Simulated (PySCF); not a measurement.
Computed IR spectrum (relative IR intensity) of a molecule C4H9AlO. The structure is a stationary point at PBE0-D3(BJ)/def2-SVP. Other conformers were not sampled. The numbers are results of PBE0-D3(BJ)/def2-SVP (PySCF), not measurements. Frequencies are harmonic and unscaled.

ν (cm⁻¹): 66 (vw), 128 (vw), 192 (w), 209 (w), 327 (s), 556 (vs), 626 (w), 653 (w), 682 (s), 707 (s), 736 (m), 869 (s), 884 (m), 947 (m), 962 (s), 1002 (w), 1045 (w), 1196 (w), 1213 (m), 1406 (vw), 1443 (w), 1659 (m), 3046 (vw), 3142 (vw), 3155 (vw), 3158 (vw), 3985 (s) (against the strongest line: vs over 80 %, s over 45 %, m over 15 %, w over 4 %, vw less)

**Question.** Which structure fits?
(A) C=[CH][Al]([CH3])[O]C
(B) C=[CH][AlH][O]CC
(C) C=[CH][Al]([OH])[CH2]C
(D) C=C[CH2][Al]([CH3])[OH]

**Answer.** D, C=C[CH2][Al]([CH3])[OH]
